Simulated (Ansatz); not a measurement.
The first iterations of a band of Cl2GaHO + H2 (7 atoms, charge 0, multiplicity 1).

The calculation used RKS PBE-D4/def2-SVP (Ansatz 0.2.0).

```
movable images  : 5
climbing image  : yes
spring          : 5.0 eV/Å²
optimiser       : quadratic models (default)
start path      : through a guess of the saddle point
force threshold : 0.03 eV/Å
iteration limit : 60
end points      : relaxed
```

First end point:

```xyz
7
Properties=species:S:1:pos:R:3
Ga -0.009 -0.236 0.152
O 0.010 -0.608 1.903
H -0.897 -0.595 2.265
Cl 1.834 -0.332 -0.929
Cl -1.852 0.154 -0.888
H 0.357 2.391 0.665
H 0.354 2.012 1.338
```

Last end point:

```xyz
7
Properties=species:S:1:pos:R:3
Ga 0.219 0.685 -0.182
O 0.064 0.089 1.871
H -0.836 -0.310 1.799
Cl 1.785 -0.624 -0.916
Cl -1.818 -0.129 -0.472
H 0.413 2.234 -0.082
H -0.030 0.841 2.488
```

| iteration | highest image above the first end (eV) | largest band force component (eV/Å) |
| --- | --- | --- |
| 1 | 1.446 | 2.539 |
| 2 | 0.822 | 1.959 |
| 3 | 0.701 | 3.459 |
| 4 | 0.505 | 1.147 |

**Question.** Does the band converge within its limit, and where does its top end?

**Answer.** The forces met the threshold. It ended after 12 iterations with the highest image 0.688 eV above the first end. A vibrational analysis at the climbing image gives one clearly imaginary mode, 1059i cm⁻¹: a first-order saddle point. The orbitals stay closed-shell, which can raise the energy where a bond breaks towards radicals; this wasn't checked here.

Run time: 80 s on 2 threads of Intel(R) Xeon(R) 6975P-C (Granite Rapids), on a shared host, peak memory 0.14 GiB.
